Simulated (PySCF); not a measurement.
## Diatomics of In with the fifth-period p block

MP2 with double-zeta basis sets in PySCF, for the lowest determinant that a PBE0 search found; no spin–orbit coupling. De refers to high-spin ground-configuration atoms.

| M | basis | reference, frozen orbitals | state (unpaired electrons) | Re (Å) | ωe (cm⁻¹) | De (eV) |
| --- | --- | --- | --- | --- | --- | --- |
| In | def2-SVP | UHF, 8 | triplet (σ ↑, π ↑) | 3.027 | 126 | 1.07 |
| Sn | def2-SVP | UHF, 8 | quartet (σ ↑, π ↑↑) | 2.849 | 155 | 1.82 |
| Sb | def2-SVP | UHF, 8 | triplet (π ↑↑) | 2.961 | 148 | 1.21 |
| I | def2-SVP | RHF, 8 | singlet (closed shell) | 2.787 | 181 | 3.47 |

The shortest bond is that of InI (2.787 Å), the longest that of In2 (3.027 Å).

The state changes along the series, so neighbouring rows are not always alike in their bonding.

Correlated steps freeze 8 core orbitals. Correlated levels converge slowly with the basis: in double zeta they bind strong bonds too weakly, by up to about 1 eV, and carry superposition errors of some tenths. Spin–orbit coupling is left out, which matters for elements this heavy, above all for dissociation energies. Where the molecule has an RHF reference, its open-shell atoms are computed with UHF. States were picked by a PBE0 search and need not be the measured ground states.
